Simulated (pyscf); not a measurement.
**O=Ru(=O)(=O)(OH)–OH, singlet**

Gas-phase minimum from PySCF at ωB97X-D3(BJ)/def2-SVP, one conformer. 

```xyz
8

O      0.7751    -0.6081     0.2406
Ru    -0.1774     0.7096    -0.1985
O      0.8383     1.9763     0.0832
O     -1.3855     0.6468     0.9210
O     -0.1827    -0.3044    -1.8568
O     -1.2348     1.6874    -1.4348
H      0.3576    -1.0984    -1.7130
H     -1.2696     1.2321    -2.2917
```

Bonds (Å): O1–Ru2 1.684, Ru2–O3 1.648, Ru2–O4 1.648, Ru2–O5 1.944, Ru2–O6 1.898, O5–H7 0.971, O6–H8 0.971. Bond angles (°): O1–Ru2–O3 102.0, O1–Ru2–O4 102.0, O1–Ru2–O5 79.4, O1–Ru2–O6 152.6, O3–Ru2–O4 111.4, O3–Ru2–O5 123.3, O3–Ru2–O6 93.4, O4–Ru2–O5 123.9, O4–Ru2–O6 93.1, O5–Ru2–O6 73.2, Ru2–O5–H7 107.4, Ru2–O6–H8 110.7.

Properties at ωB97X-D3(BJ)/def2-SVP:

- Harmonic wavenumbers, unscaled: 28, 311, 329, 356, 370, 430, 456, 492, 584, 594, 673, 934, 967, 1040, 1049, 1113, 3805, 3815 cm⁻¹
- Zero-point energy: 24.8 kcal/mol
- Rotational symmetry number: 1
- Entropy of this conformer at 298 K and 1 atm, rigid rotor and harmonic oscillator, modes under 100 cm⁻¹ raised to 100: 338.1 J/(mol K)
- Dipole moment: 1.96 D

Single-point totals, which compare only within one level:

| level | total energy (hartree) |
|---|---|
| ωB97X-D3(BJ)/def2-TZVP | -472.31509 |
| PBE/def2-TZVP | -472.02901 |
| r²SCAN/def2-TZVP | -472.22174 |
| B3LYP-D3(BJ)/def2-TZVP | -472.33419 |
| PBE0-D3(BJ)/def2-TZVP | -471.87460 |
| M06-2X/def2-TZVP | -471.93287 |
| ωB97M-D3(BJ)/def2-TZVP | -472.28312 |

The lowest mode is so soft that the shape along it may change with the basis. Soft torsions are taken as harmonic, which can shift the entropy by several J/(mol K). One closed-shell reference is unstable to symmetry breaking; treat the single-reference values with care. Elements past Kr carry the def2 core potentials, without spin-orbit coupling.
